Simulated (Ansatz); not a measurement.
SiMe3(NHtBu) (C7H19NSi), relaxed as a singlet with RKS r2SCAN-D4/def2-SVP in Ansatz, starting from the GFN2-xTB geometry. Force threshold 0.03 eV/Å.

Start:

```csv
atom,x (Å),y (Å),z (Å)
Si1,-0.0720,0.3637,1.3267
C2,-0.3686,2.0542,2.1512
H3,0.3815,2.7826,1.8608
H4,-0.3342,1.9654,3.2313
H5,-1.3405,2.4571,1.8873
C6,-1.3714,-0.8764,1.9751
H7,-2.3521,-0.6754,1.5556
H8,-1.4592,-0.8057,3.0553
H9,-1.1167,-1.9045,1.7395
C10,1.6611,-0.2713,1.8421
H11,1.8772,-1.2476,1.4169
H12,1.7421,-0.3667,2.9209
H13,2.4451,0.4073,1.5169
N14,-0.2804,0.6841,-0.3584
C15,-0.0244,-0.1631,-1.5108
C16,-0.4225,-1.6019,-1.1956
C17,-0.8758,0.3558,-2.6763
C18,1.4603,-0.1128,-1.9001
H19,-0.2021,1.6563,-0.6196
H20,-0.3105,-2.2237,-2.0802
H21,0.2052,-2.0030,-0.4062
H22,-1.4570,-1.6363,-0.8686
H23,-1.9260,0.3554,-2.3958
H24,-0.7471,-0.2715,-3.5546
H25,-0.5881,1.3730,-2.9350
H26,2.0704,-0.4749,-1.0776
H27,1.7579,0.9092,-2.1249
H28,1.6479,-0.7292,-2.7758
```

(1) Estimate the energy that the relaxation releases and the steps that it takes.

(2) Does the start keep its bonding?

(3) Predict the relaxed structure.

Results:

(1) 2.9 kcal/mol, in 5 steps; 10 s on 2 threads of AMD EPYC 7R13 on a shared host and a share (18 GiB) of an NVIDIA H100 80GB HBM3. No frequencies were taken in this run, so the end may be a saddle point.

(2) By distances, no bond broke or formed. The bond that changes most is Si1–C10, from 1.92 to 1.89 Å (atoms count from 1).

(3) 
```xyz
28

Si   -0.097    0.368    1.354
C    -0.349    2.049    2.160
H     0.411    2.778    1.832
H    -0.278    1.973    3.258
H    -1.342    2.464    1.919
C    -1.390   -0.833    2.012
H    -2.401   -0.534    1.689
H    -1.375   -0.839    3.115
H    -1.223   -1.869    1.677
C     1.605   -0.293    1.838
H     1.814   -1.280    1.392
H     1.683   -0.409    2.933
H     2.406    0.393    1.516
N    -0.290    0.680   -0.358
C    -0.015   -0.165   -1.524
C    -0.378   -1.618   -1.204
C    -0.883    0.327   -2.690
C     1.469   -0.086   -1.925
H    -0.201    1.667   -0.595
H    -0.208   -2.260   -2.082
H     0.240   -2.014   -0.381
H    -1.437   -1.699   -0.911
H    -1.949    0.274   -2.420
H    -0.717   -0.273   -3.599
H    -0.646    1.377   -2.934
H     2.112   -0.447   -1.106
H     1.753    0.958   -2.142
H     1.683   -0.689   -2.824
```
Bond lengths: 3 × C–C 1.53 to 1.54 Å; 3 × C–Si 1.88 to 1.89 Å; 1 × C–N 1.47 Å; 1 × N–Si 1.75 Å; 18 × C–H 1.10 Å; 1 × H–N 1.02 Å.
